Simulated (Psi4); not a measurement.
C$_{6}$H$_{15}$B, singlet, geometry from GFN2-xTB. Base run: Psi4 with CCSD(T)/STO-3G.

Psi4 was given this input:
```
memory 2 GB

molecule {
0 1
B     0.10960004    0.05448047    0.16764879
C     1.34971883    0.26734358   -0.78850144
C     1.18205715   -0.08974423   -2.26639284
H     2.21475437   -0.27534128   -0.39456294
H     1.63294292    1.32418425   -0.71934327
H     0.37911736    0.48917675   -2.71572930
H     0.94540644   -1.14552137   -2.37871485
H     2.09680779    0.11268753   -2.82145337
C    -1.35504184   -0.20569525   -0.37895485
C    -2.04302334    1.13915030   -0.67099684
H    -1.97186892   -0.74109051    0.34641724
H    -1.36331242   -0.79190263   -1.29943239
H    -1.49029615    1.69835735   -1.42222400
H    -2.09496543    1.74476586    0.23111726
H    -3.05562121    0.98065894   -1.03690360
C     0.34127770    0.14063981    1.73608776
C     0.49544493   -1.27220069    2.32357944
H    -0.50215915    0.61716517    2.24140370
H     1.23533184    0.71115598    1.99775170
H     1.35292307   -1.77609706    1.88305125
H    -0.39001887   -1.87000190    2.12028003
H     0.64035737   -1.22756071    3.40117103
}

set {
  basis sto-3g
}

energy('ccsd(t)')
print_variables()
```

Q: The base was run again with changes. Order these runs by total energy, lowest first: method = dlpno-mp2 | method = scs-mp2 | method = mp2.5.

A: method = mp2.5 (ΔE vs base (kcal/mol) 47.06), method = scs-mp2 (ΔE vs base (kcal/mol) 48.90), method = dlpno-mp2 (ΔE vs base (kcal/mol) 71.4)
